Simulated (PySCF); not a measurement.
```xyz
7
charge 0 multiplicity 2, angstrom
Se    0.0057    0.2184   -0.2338
O     0.2225   -0.3123    1.4680
O     1.7986   -0.2273   -0.4750
O    -1.8551    0.2021    0.3153
H    -0.6914   -0.3532    1.8100
H     2.1286   -0.7279    0.2908
H    -2.4275    0.3721   -0.4485
```

Computed with UB3LYP/[Se def2-SVP, O def2-SVP, H def2-SVP], no relativity, density fitting, PySCF.

This geometry of Se(OH)3 is a stationary point at this level.

Question: What is the point group?

Answer: C1.

Question: Is it a minimum?

Answer: Yes: all harmonic wavenumbers are real.

Question: List the harmonic modes with their infrared intensities.

Answer: 
```
symmetry  ω (cm⁻¹)  IR (km/mol)
       a        73         10.5
       a       209          162
       a       265         19.0
       a       342         28.7
       a       378          145
       a       506         55.4
       a       514         29.3
       a       564          153
       a       673         33.1
       a       860         80.7
       a       919          115
       a      1166          117
       a      3691          102
       a      3758         95.0
       a      3793         61.5
```

Question: Give the ideal-gas entropy at 298.15 K and 1 bar by parts.

Answer: translation 169.7, rotation 106.1, vibration 52.1, spin 5.8; total 333.7 J/(mol K).

Other isomers or separated fragments may lie lower.
